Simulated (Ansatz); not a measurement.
Reactions of `N=C=CCF`.

Computed with Ansatz on PBE0-D4/def2-TZVP structures; ΔE is electronic, products minus reactants. CCSD(T)/CBS adds triple-zeta CCSD(T) − MP2 to the extrapolated MP2 energy (def2 sets, frozen cores). This one scheme is used for every species. DFT in def2-TZVPP. B3LYP here is the variant with VWN-RPA as its local correlation; programs differ in this. For Se outer-core shells are correlated without core-valence functions, which leaves a few kJ/mol of doubt a bond. Scalar relativity is left out up to krypton. Each species was taken in one conformer, which may not be the lowest.

```csv
reaction,B3LYP-D4 (eV),r2SCAN-D4 (eV),HF/CBS(def2) (eV)
`N=C=CCF` + `[CH2]1[NH][AlH]1` → `FC[N]1[CH2][AlH]1` + `C=C=N`,-0.28,-0.27,-0.25
`N=C=CCF` + H₂O → `N=C=CO` + `CF`,0.74,0.78,0.76
`N=C=CCF` + `[OH][AlH2]` → `N=C=C[O][AlH2]` + `CF`,0.70,0.77,0.73
`N=C=CCF` + `B[SeH]` → `B[Se]CF` + `C=C=N`,0.03,0.03,0.16
```

Question: Give the CCSD(T)/CBS values in the same order. (An estimate is asked.)

Answer: The calculation gave: -0.22, 0.84, 0.79, 0.05 eV.

Largest T1 diagnostic: 0.015, for `N=C=C[O][AlH2]`.
